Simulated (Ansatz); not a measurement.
P2, charge -1, doublet (typed; the unrestricted solution is spin-contaminated), at a GFN2-xTB geometry (a state made from the parent by changing its charge; the spin is typed, not shown lowest) (a gas-phase anion, which may not be bound at this level). Base run: Ansatz (a program for electronic structure) with HF/cc-pVDZ.

Geometry (Å):
```xyz
2

P      0.0000     0.0000    -0.9912
P      0.0000     0.0000     0.9912
```
Charge -1, spin multiplicity 2.
Orbitals are unrestricted.
All else is at Ansatz's defaults.

Each row names what was changed in the base input (with any setting that the change needs).

```csv
change,E (Eh),SCF-reference <S^2>
base,-681.46295,1.166
functional = SVWN5,-680.18889,0.751
functional = BHLYP,-682.69178,0.756
functional = blyp; dispersion = d3bj,-682.70215,0.751
functional = pbe0,-682.44367,0.754
functional = PBE-QIDH,-682.24322,0.831
functional = pbe,-682.38876,0.752
functional = b3lyp5,-682.61622,0.753
functional = B2PLYP,-682.43556,0.757
functional = revpbe,-682.57609,0.752
functional = hse06,-682.43025,0.753
functional = cam_b3lyp,-682.70530,0.755
functional = b3lyp; dispersion = d4,-682.73769,0.753
```

Absolute energies of different levels of theory aren't comparable as measures of quality.

A gas-phase anion may not be bound at this level; its values then depend on the basis.
